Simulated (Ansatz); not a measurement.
`O[SiH2][GeH2][OH]` + H• → `O[SiH][GeH2][OH]`• + H₂  (hydrogen abstraction from the Si–H bond)

Gas-phase electronic energies from Ansatz, PBE0-D4/def2-TZVP geometries. CCSD(T)/CBS adds triple-zeta CCSD(T) − MP2 to the extrapolated MP2 energy (def2 sets, frozen cores). This one scheme is used for every species, atoms too. DFT in def2-TZVPP. No spin–orbit coupling; open shells (•) take unrestricted orbitals. Bonds to Ge are less sure, by a few kJ/mol each and by 10 to 20 or more in all where they break to atoms, as the def2 sets lack core-valence functions. Scalar relativity is left out up to krypton. Each species was taken in one conformer, which may not be the lowest.

```
         level  ΔE (kJ/mol)
       PBE0-D4        -72.4
          PBE0        -71.8
MP2/def2-QZVPP        -59.0
 MP2/CBS(def2)        -58.9
```

(1) What does CCSD(T)/CBS give? (Best estimate.)

Largest T1 diagnostic among the species: 0.014.

Results:

(1) Computed: -70.1 kJ/mol. The listed levels differ from it by -2.3, -1.7, 11.1, 11.2 kJ/mol.

From PBE to PBE0 (25 % exact exchange), in def2-TZVPP and without D4, ΔE moves by +9.2 kJ/mol. In def2-TZVPP, CCSD(T) changes the Hartree–Fock value by −33.4 kJ/mol (the triples alone add −1.6 kJ/mol) and MP2 by −22.1 kJ/mol.
